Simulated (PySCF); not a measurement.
Isomers of C7H10F2, mass 132.075 u with the commonest isotopes. Level of theory: PBE0/pcSseg-1 in PySCF (dipole) on a GFN2-xTB geometry, gas phase. One conformer each, none proved a minimum here; rigid rotors.

Task: Order these by dipole moment, smallest first.
A. `[CH2:1]=[CH:2][CH2:3][CH2:4]/[CH:5]=[CH:6]\[CH:7]([F:8])[F:9]` with C1–C2–C3–C4 120°, C2–C3–C4–C5 66°, C3–C4–C5–C6 -107°, C5–C6–C7–F8 -104°
B. `F[C@@H]1C[C@]2(F)CC[C@H]1C2`
C. `[F:1][CH:2]([F:3])[CH2:4][C:5]1=[CH:6][CH2:7][CH2:8][CH2:9]1` with F1–C2–C4–C5 169°, C2–C4–C5–C6 -110°, C5–C6–C7–C8 11°, C6–C7–C8–C9 -18°, C7–C8–C9–C5 18°, C4–C5–C9–C8 170°
D. `[C@]12(CC[C@@H]([C@H]1F)CC2)F`

Result: B (1.39 D), C (2.22 D), D (2.85 D), A (2.98 D).

Task: Order these by radius of gyration √(Σ m r²/M), smallest first.
A. `F[C@@H]1[C@H]2CC[C@]1(F)CC2`
B. `[F:1][CH:2]([F:3])[CH2:4][C:5]1=[CH:6][CH2:7][CH2:8][CH2:9]1` with F1–C2–C4–C5 169°, C2–C4–C5–C6 -110°, C5–C6–C7–C8 11°, C6–C7–C8–C9 -18°, C7–C8–C9–C5 18°, C4–C5–C9–C8 170°
C. `[CH2:1]=[CH:2][CH2:3][CH2:4]/[CH:5]=[CH:6]\[CH:7]([F:8])[F:9]` with C1–C2–C3–C4 120°, C2–C3–C4–C5 66°, C3–C4–C5–C6 -107°, C5–C6–C7–F8 -104°
D. `F[C@@H]1C[C@]2(F)CC[C@H]1C2`

Result: A (1.783 Å), D (1.854 Å), B (2.299 Å), C (2.352 Å).

Task: Order these by out-of-plane moment Σ m c² = (Ia + Ib − Ic)/2, largest first.
A. `[F:1][CH:2]([F:3])[CH2:4][C:5]1=[CH:6][CH2:7][CH2:8][CH2:9]1` with F1–C2–C4–C5 169°, C2–C4–C5–C6 -110°, C5–C6–C7–C8 11°, C6–C7–C8–C9 -18°, C7–C8–C9–C5 18°, C4–C5–C9–C8 170°
B. `F[C@@H]1[C@H]2CC[C@]1(F)CC2`
C. `[CH2:1]=[CH:2][CH2:3][CH2:4]/[CH:5]=[CH:6]\[CH:7]([F:8])[F:9]` with C1–C2–C3–C4 120°, C2–C3–C4–C5 66°, C3–C4–C5–C6 -107°, C5–C6–C7–F8 -104°
D. `F[C@]12C[C@H]([C@H](C1)CC2)F`

Result: B (86.64 u·Å²), D (70.30 u·Å²), C (49.77 u·Å²), A (24.08 u·Å²).

| SMILES | point group | Ia (u·Å²) | Ib (u·Å²) | Ic (u·Å²) | κ | μa (D) | μb (D) | μc (D) |
| --- | --- | --- | --- | --- | --- | --- | --- | --- |
| F[C@@H]1C[C@]2(F)CC[C@H]1C2 | C1 | 184.59 | 339.58 | 383.57 | -0.76 | 0.32 | 0.75 | 1.13 |
| C=CCC/C=C\C(F)F | C1 | 216.72 | 563.71 | 680.89 | -0.81 | 2.64 | 1.38 | 0.10 |
| FC(F)CC1=CCCC1 | C1 | 129.35 | 592.62 | 673.81 | -0.93 | 2.01 | 0.90 | 0.23 |
| F[C@@H]1[C@H]2CC[C@]1(F)CC2 | C1 | 244.04 | 262.47 | 333.23 | 0.48 | 2.62 | 1.13 | 0.04 |
